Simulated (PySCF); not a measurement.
Spinor energies of Rh¹⁸⁺ (rhodium, charge +18)

Start: [Ar] 3d9; 3d3/2 filled at m_j = -3/2, -1/2, +1/2, +3/2; 3d5/2 filled at m_j = -3/2, -1/2, +1/2, +3/2, +5/2. Calculated with PySCF 2.14 in an even-tempered Gaussian basis (17 s from 1.9 bohr⁻², ratio 2.8; 13 p from 2.4 bohr⁻², ratio 2.8; 8 d from 2.4 bohr⁻², ratio 2.8; 4 f from 12 bohr⁻², ratio 3): generalised Hartree-Fock with the X2C-1e Hamiltonian and a Gaussian nucleus; one run each with spin-orbit coupling (SO) switched off, then screened by Boettger's factors.

```
spinor shell  electrons  ε, spin-free (eV)  ε, screened SO (eV)  weight of nominal j (screened SO)  rms radius, screened SO (bohr)
       1s1/2          2           -23855.6             -23854.1                              1.000                          0.0374
       2s1/2          2            -3966.9              -3966.3                              1.000                           0.153
       2p1/2          2            -3602.2              -3703.4                              1.000                           0.133
       2p3/2          4            -3602.2              -3554.9                              1.000                           0.138
       3s1/2          2            -1118.8              -1118.6                              1.000                           0.409
       3p1/2          2            -995.24              -1015.9                              0.994                           0.402
       3d3/2          4            -805.14              -809.00                              0.953                           0.383
       3d5/2          5            -805.14              -802.29                              0.963                           0.386
```

**Question.** Where does 3p3/2 lie, and what is the 3p spin-orbit splitting (screened SO)?

**Answer.** At -985.49 eV, 30.448 eV above 3p1/2.

```json
{"quantity": "E (hartree)", "spin-free": "-4643.52310", "screened SO": "-4644.33246"}
{"quantity": "M_J", "spin-free": "5/2", "screened SO": "5/2"}
{"quantity": "⟨J²⟩", "spin-free": "8.751", "screened SO": "8.751"}
{"quantity": "⟨L²⟩", "spin-free": "6.000", "screened SO": "6.008"}
{"quantity": "⟨S²⟩", "spin-free": "0.750", "screened SO": "0.757"}
```

Each row is a mean over spinors that exchange with the open shell spreads, by up to 15.001 eV (3p3/2).

Breit and QED terms are absent; they matter most for the inner s and p1/2 levels.

Densities and radii are taken from the X2C orbitals without a picture-change correction, which distorts them close to the nucleus.

Without spin-orbit coupling the j labels of p, d and f shells carry no meaning; the spin-free column gives the mean over the occupied spinors of each nl shell.
